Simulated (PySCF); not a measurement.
Geometry:
```json
{"atom": "F1", "x (Å)": "2.041", "y (Å)": "-0.547", "z (Å)": "-1.008"}
{"atom": "C2", "x (Å)": "1.264", "y (Å)": "-1.478", "z (Å)": "-0.480"}
{"atom": "C3", "x (Å)": "0.092", "y (Å)": "-1.173", "z (Å)": "0.101"}
{"atom": "F4", "x (Å)": "-0.629", "y (Å)": "-2.178", "z (Å)": "0.607"}
{"atom": "C5", "x (Å)": "-0.457", "y (Å)": "0.136", "z (Å)": "0.224"}
{"atom": "C6", "x (Å)": "-1.408", "y (Å)": "0.936", "z (Å)": "0.621"}
{"atom": "C7", "x (Å)": "-0.250", "y (Å)": "1.590", "z (Å)": "-0.061"}
{"atom": "H8", "x (Å)": "1.644", "y (Å)": "-2.499", "z (Å)": "-0.555"}
{"atom": "H9", "x (Å)": "-2.370", "y (Å)": "1.074", "z (Å)": "1.106"}
{"atom": "H10", "x (Å)": "0.490", "y (Å)": "2.155", "z (Å)": "0.528"}
{"atom": "H11", "x (Å)": "-0.355", "y (Å)": "1.957", "z (Å)": "-1.094"}
```

Geometry: PBE0-D3(BJ)/def2-SVP; GIAO shifts from PySCF 2.14.0 with density-fitted response routines, gas phase, non-relativistic, averaged over equivalent atoms.

At PBE0/6-31G* (106 basis functions, 16 s wall time on 1 thread of an Arm Neoverse N1, shared host):
```json
{"atoms": "F1", "δ (ppm)": "-146.9"}
{"atoms": "F4", "δ (ppm)": "-162.8"}
{"atoms": "C2", "δ (ppm)": "141.9"}
{"atoms": "C3", "δ (ppm)": "141.1"}
{"atoms": "C5", "δ (ppm)": "103.3"}
{"atoms": "C6", "δ (ppm)": "102.5"}
{"atoms": "C7", "δ (ppm)": "10.2"}
{"atoms": "H8", "δ (ppm)": "7.04"}
{"atoms": "H9", "δ (ppm)": "6.94"}
{"atoms": "H10/H11", "δ (ppm)": "1.58"}
```

Referencing at the same level of theory: ¹⁹F (198.90 ppm) against CFCl3; ¹³C (194.14 ppm) and ¹H (31.96 ppm) against TMS.

What do these become at PBE0/6-311+G(2d,p)?

## Answers


```csv
atoms,"δ at PBE0/6-311+G(2d,p)",change
F1,-168.1,-21.2
F4,-176.1,-13.3
C2,151.3,+9.4
C3,152.7,+11.6
C5,112.6,+9.3
C6,110.9,+8.4
C7,10.5,+0.3
H8,7.43,+0.39
H9,7.24,+0.30
H10/H11,1.77,+0.19
```

Chemical shifts δ = σref − σ; ¹⁹F (174.75 ppm) vs CFCl3; ¹³C (186.44 ppm), ¹H (31.51 ppm) against TMS, all at this level.

The largest change is at F1 (vinylic fluorine). Cost: 213 basis functions, 42 s wall time on 1 thread of an Arm Neoverse N1, shared host. The order of the carbon signals changes between the two levels.

Unscaled 19F shifts against computed CFCl3 carry errors that often reach 10 to 50 ppm.
